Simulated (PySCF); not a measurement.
# Nuclear quadrupole coupling in `CC[SiH2]O[C@@H]1C[SiH2]1`

Species: C4H12OSi2.
Structure used (GFN2-xTB), in Å, numbered top down from 1:
```xyz
19
C4H12OSi2 angstrom
C      3.4224   -0.4849   -0.5870
C      2.0303   -0.7696   -0.0445
Si     0.8034    0.5786   -0.5488
O     -0.5577    0.1310    0.1950
C     -1.8143    0.7212    0.1426
C     -2.7765    0.2928    1.2518
Si    -3.2788   -0.3197   -0.4574
H      3.4021   -0.4095   -1.6717
H      3.7991    0.4562   -0.1932
H      4.1216   -1.2737   -0.3125
H      1.6950   -1.7396   -0.4149
H      2.0811   -0.8550    1.0417
H      0.6375    0.6309   -2.0104
H      1.2278    1.9163   -0.1100
H     -1.7645    1.7874   -0.0612
H     -2.3516   -0.4062    1.9584
H     -3.3118    1.0900    1.7478
H     -4.3554    0.3717   -1.1423
H     -3.0196   -1.7086   -0.7758
```

Field gradients from the PBE0/pcSseg-1 density (PySCF, non-relativistic), principal values in atomic units, ordered |Vxx| ≤ |Vyy| ≤ |Vzz|:

| atom | Vxx | Vyy | Vzz |
| --- | --- | --- | --- |
| O4 | -0.5386 | -1.1788 | 1.7173 |

**Question.** Find the asymmetry η = (Vxx − Vyy)/Vzz and the couplings χ = eQV/h (234.96 MHz × Q in barn × V in au), with Q(17O) = −0.0256 b.

**Answer.** 
| atom | environment | nucleus | η | χzz (MHz) | χxx (MHz) | χyy (MHz) |
| --- | --- | --- | --- | --- | --- | --- |
| O4 | silyl ether oxygen | 17O | 0.37 | -10.33 | 3.24 | 7.09 |

The tensor is traceless: Vxx + Vyy + Vzz = 0.

**Question.** What is Vzz at O4 in SI units (1 au = 9.71736 × 10²¹ V/m²)?

**Answer.** 1.7173 au = 16.688 × 10²¹ V/m².

**Question.** What couplings would deuterons (Q(2H) = 0.00286 b) have in place of the hydrogens, at this geometry?

**Answer.** 
| atom | bonded to | bond length (Å) | Vzz (au) | η | χzz (kHz) |
| --- | --- | --- | --- | --- | --- |
| H8 | C1 | 1.088 | 0.3144 | 0.02 | 211 |
| H9 | C1 | 1.087 | 0.3146 | 0.02 | 211 |
| H10 | C1 | 1.089 | 0.3134 | 0.01 | 211 |
| H11 | C2 | 1.091 | 0.3125 | 0.02 | 210 |
| H12 | C2 | 1.091 | 0.3131 | 0.02 | 210 |
| H13 | Si3 | 1.472 | 0.1540 | 0.03 | 103 |
| H14 | Si3 | 1.470 | 0.1549 | 0.04 | 104 |
| H15 | C5 | 1.087 | 0.3131 | 0.15 | 210 |
| H16 | C6 | 1.081 | 0.3348 | 0.07 | 225 |
| H17 | C6 | 1.081 | 0.3359 | 0.07 | 226 |
| H18 | Si7 | 1.451 | 0.1732 | 0.07 | 116 |
| H19 | Si7 | 1.448 | 0.1761 | 0.06 | 118 |

Geometry: GFN2-xTB, one conformer, isolated molecule. GFN2-xTB bond lengths can be off by several hundredths of an ångström, more for odd bonds, and the gradients follow them. The small basis limits the accuracy of the gradients.

These values come from a run that also computed NMR shieldings. Hardware: an Arm Neoverse V2 with one thread, shared host with 32 logical CPUs at a one-minute load of 16. Cost: 28 s of wall time, 0.85 GiB resident at most.
